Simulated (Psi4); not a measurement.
Pt, triplet (core potentials on Pt); R2SCAN/def2-SVPD run with Psi4.

Here is a job for Psi4.
```
memory 2 GB

molecule mol {
0 3
  Pt    0.000000    0.000000    0.000000
}

set basis def2-svpd
set reference uks
set scf_type pk
set puream true
set d_convergence 1e-8
set dft_radial_points 99
set dft_spherical_points 590

energy('r2scan')
print_variables()
```

Question: What does Psi4 print? Leave out banner, timings and long lists.

Answer: 
```
   => Loading Basis Set <=

    Name: DEF2-SVPD
    Role: ORBITAL
    Keyword: BASIS

    !!!  WARNING: ECP capability is in beta. Please check occupations closely.  !!!

         ---------------------------------------------------------
                                   SCF
               by Justin Turney, Rob Parrish, Andy Simmonett
                          and Daniel G. A. Smith
                              UKS Reference
         ---------------------------------------------------------

  ==> Geometry <==

    Molecular point group: d2h
    Geometry (in Angstrom), charge = 0, multiplicity = 3:

       Center              X                  Y                   Z               Mass
    ------------   -----------------  -----------------  -----------------  -----------------
         PT           0.000000000000     0.000000000000     0.000000000000   194.964791700000

  Running in d2h symmetry.

  Rotational constants: A = ************  B = ************  C = ************ [cm^-1]
  Rotational constants: A = ************  B = ************  C = ************ [MHz]
  Nuclear repulsion =    0.000000000000000

  Charge       = 0
  Multiplicity = 3
  Electrons    = 18
  Nalpha       = 10
  Nbeta        = 8

  ==> Algorithm <==

  SCF Algorithm Type is PK.
  DIIS enabled.
  MOM disabled.
  Fractional occupation disabled.
  Guess Type is CORE.
  Energy threshold   = 1.00e-06
  Density threshold  = 1.00e-08
  Integral threshold = 1.00e-12

  ==> Primary Basis <==

  Basis Set: DEF2-SVPD
    Blend: DEF2-SVPD
    Number of shells: 13
    Number of basis functions: 35
    Number of Cartesian functions: 40
    Spherical Harmonics?: true
    Max angular momentum: 3

  Core potential: DEF2-SVPD
    Number of shells: 4
    Number of ECP primitives: 10
    Number of ECP core electrons: 60
    Max angular momentum: 3

  ==> DFT Potential <==

   => LibXC <=

    Version 7.1.2
    S. Lehtola, C. Steigemann, M. J. T. Oliveira, and M. A. L. Marques,  SoftwareX 7, 1–5 (2018) (10.1016/j.softx.2017.11.002)

   => Composite Functional: R2SCAN <=

    r2SCAN Meta-GGA XC Functional  (0.1021/acs.jpclett.0c02405)
    J. W. Furness, A. D. Kaplan, J. Ning, J. P. Perdew, J. Sun  J. Phys. Chem. Lett.  11, 8208–8215, 2020

    Deriv               =              1
    GGA                 =           TRUE
    Meta                =           TRUE

    Exchange Hybrid     =          FALSE
    MP2 Hybrid          =          FALSE

   => Exchange Functionals <=

    1.0000   XC_MGGA_X_R2SCAN

[...]
   @S   Expected:                1.000000000E+00
   @S   Observed:                1.000000000E+00

    Orbital Energies [Eh]
    ---------------------

    Alpha Occupied:

[...]
       4Ag    -0.211031

    Alpha Virtual:

[...]
      10Ag   282.489090

    Beta Occupied:

[...]
    Beta Virtual:

[...]
    Final Occupation by Irrep:
             Ag   B1g   B2g   B3g    Au   B1u   B2u   B3u
    DOCC [     3,    1,    1,    0,    0,    1,    1,    1 ]
    SOCC [     1,    0,    0,    1,    0,    0,    0,    0 ]
    NA   [     4,    1,    1,    1,    0,    1,    1,    1 ]
    NB   [     3,    1,    1,    0,    0,    1,    1,    1 ]

  @UKS Final Energy:  -119.30119030089540

   => Energetics <=

    Nuclear Repulsion Energy =              0.0000000000000000
    One-Electron Energy =                -208.5086920094924210
    Two-Electron Energy =                 100.9150968319776212
    DFT Exchange-Correlation Energy =     -11.7075951233806013
    Empirical Dispersion Energy =           0.0000000000000000
    VV10 Nonlocal Energy =                  0.0000000000000000
    Total Energy =                       -119.3011903008953993

  UHF NO Occupations:
  HONO-2 :    3 Ag 1.9994942
  HONO-1 :    1B3g 1.0000000
  HONO-0 :    4 Ag 1.0000000
  LUNO+0 :    5 Ag 0.0005058
  LUNO+1 :    6 Ag 0.0002276
  LUNO+2 :    2B2u 0.0001103
  LUNO+3 :    2B1u 0.0001103

Computation Completed

Properties will be evaluated at   0.000000,   0.000000,   0.000000 [a0]

Properties computed using the SCF density matrix

 Multipole Moments:

 ------------------------------------------------------------------------------------
     Multipole            Electronic (a.u.)      Nuclear  (a.u.)        Total (a.u.)
 ------------------------------------------------------------------------------------

 L = 1.  Multiply by 2.5417464519 to convert [e a0] to [Debye]
 Dipole X            :          0.0000000            0.0000000            0.0000000
 Dipole Y            :          0.0000000            0.0000000            0.0000000
 Dipole Z            :          0.0000000            0.0000000            0.0000000
 Magnitude           :                                                    0.0000000

 ------------------------------------------------------------------------------------

  Variable Map:
  ----------------------------------------------------------------------------
[...]
  Array Variable Map:
  ----------------------------------------------------------------------------
[...]
[...]
```
